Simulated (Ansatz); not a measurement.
C$_{4}$H$_{3}$F$_{3}$, SMILES `FC1C=CC1(F)F`, 10 atoms. Total charge 0; spin multiplicity 1. All runs use 4 threads of an Intel Xeon 6975P-C on a shared host. Correlated methods freeze the cores.

Task: How many basis functions does each run have, and how long does it take in Ansatz? RKS B2PLYP (frozen core)/def2-TZVPP energy; RKS LC-ωPBE/def2-TZVPP energy; RHF-MP2/def2-QZVPP energy; RKS r2SCANh-D4/def2-TZVPP energy; RHF-CCSD(T)/def2-TZVPP energy; RHF-CCSD(T)/def2-SVP energy; RKS HSE06 (plane-wave form)-D4/def2-TZVPP energy; RKS PBE0-D4/def2-QZVPP energy; RKS PBE0-D4/def2-SVP energy; RKS PBE0-D4/def2-TZVP relaxation (6 steps); RKS ωB97M-V/def2-QZVPP energy; direct RPA on PBE orbitals/def2-TZVPP energy. (An estimate is asked.)

Result: The calculation gave: Other jobs shared the machine, so times are rough.

```json
{"level": "RKS PBE0-D4/def2-SVP", "job": "energy", "functions": "113", "wall time": "0.65 s", "peak host memory (GiB)": "0.53"}
{"level": "RKS LC-ωPBE/def2-TZVPP", "job": "energy", "functions": "259", "wall time": "1.6 s", "peak host memory (GiB)": "0.53"}
{"level": "RKS HSE06 (plane-wave form)-D4/def2-TZVPP", "job": "energy", "functions": "259", "wall time": "1.9 s", "peak host memory (GiB)": "0.7"}
{"level": "RKS r2SCANh-D4/def2-TZVPP", "job": "energy", "functions": "259", "wall time": "2.5 s", "peak host memory (GiB)": "0.69"}
{"level": "RKS B2PLYP (frozen core)/def2-TZVPP", "job": "energy", "functions": "259", "wall time": "3.5 s", "peak host memory (GiB)": "0.77"}
{"level": "direct RPA on PBE orbitals/def2-TZVPP", "job": "energy", "functions": "259", "wall time": "3.6 s", "peak host memory (GiB)": "0.71"}
{"level": "RKS PBE0-D4/def2-QZVPP", "job": "energy", "functions": "489", "wall time": "4.7 s", "peak host memory (GiB)": "1.8"}
{"level": "RHF-CCSD(T)/def2-SVP", "job": "energy", "functions": "113", "wall time": "5.5 s", "peak host memory (GiB)": "0.71"}
{"level": "RKS ωB97M-V/def2-QZVPP", "job": "energy", "functions": "489", "wall time": "9.5 s", "peak host memory (GiB)": "2.1"}
{"level": "RKS PBE0-D4/def2-TZVP", "job": "relaxation (6 steps)", "functions": "235", "wall time": "15 s", "peak host memory (GiB)": "0.68"}
{"level": "RHF-MP2/def2-QZVPP", "job": "energy", "functions": "489", "wall time": "16 s", "peak host memory (GiB)": "3.4"}
{"level": "RHF-CCSD(T)/def2-TZVPP", "job": "energy", "functions": "259", "wall time": "69 s", "peak host memory (GiB)": "7.5"}
```

LC-ωPBE has ω = 0.4 bohr⁻¹.
